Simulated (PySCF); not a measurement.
## Electron correlation in O⁺ (oxygen, charge +1)

[He] 2s1 2p3 3d1, high-spin 6D determinant (an excited configuration). Calculation: PySCF 2.14, in dyall-av3z (15s9p3d2f, 71 functions); scalar relativity by spin-free X2C-1e. Frozen: 1s2; 5 electrons correlated; the 13 highest virtual orbitals of each spin left out.

| level | correlation energy (mhartree) |
| --- | --- |
| CCSD | -41.30 |
| (T) | -0.23 |
| CCSD(T) | -41.53 |

Diagnostics: T1 = 0.0019, D1 = 0.0042, largest double amplitude 0.014.

The outer electron is Rydberg-like, and this basis confines it to a smaller radius and binds it less than a complete one would.

Cost of the coupled-cluster step: about 1.7 core-seconds, for 5 correlated electrons.
